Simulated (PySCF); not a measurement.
Method: B3LYP-D3(BJ)/def2-TZVP run with PySCF. Gas-phase values, no solvent. B3LYP has the VWN-RPA correlation part, as in Gaussian. 

Reference species (SMILES): `[SiH2]Cl` (neutral, multiplicity 2).

- dipole moment: 1.19 D

Changed species: `Cl[SiH]Cl` (radical fragment; the reference has radical fragment).

Q: What does the change do to the dipole moment?

A: the dipole moment falls by 0.10 D, to 1.09 D.
